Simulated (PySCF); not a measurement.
Isomers of C2H2OSi. Isolated molecules, 0 K electronic values unless said otherwise. Strings in code marks are SMILES.

The dipole moment from two functionals at the same geometries (PBE0-D3(BJ)/def2-TZVP), both in PySCF: PBE-D3(BJ)/def2-TZVP and PBE0-D3(BJ)/def2-TZVP. 

```json
[
 {"species": "`O=[si]1cc1`", "PBE0-D3(BJ)/def2-TZVP (D)": "4.73"},
 {"species": "`C#C[SiH]=O`", "PBE0-D3(BJ)/def2-TZVP (D)": "4.56"},
 {"species": "`O=C=C=[SiH2]`", "PBE0-D3(BJ)/def2-TZVP (D)": "3.88"}
]
```

Q: What does PBE-D3(BJ)/def2-TZVP give for each?

A: 
- `O=[si]1cc1`: 4.46
- `C#C[SiH]=O`: 4.25
- `O=C=C=[SiH2]`: 3.47
Over these rows, drawn at random from the members with no instability flagged (it was tested for open shells, ions and some series alone), PBE minus PBE0-D3(BJ): mean -0.33 D, from -0.41 D to -0.27 D.
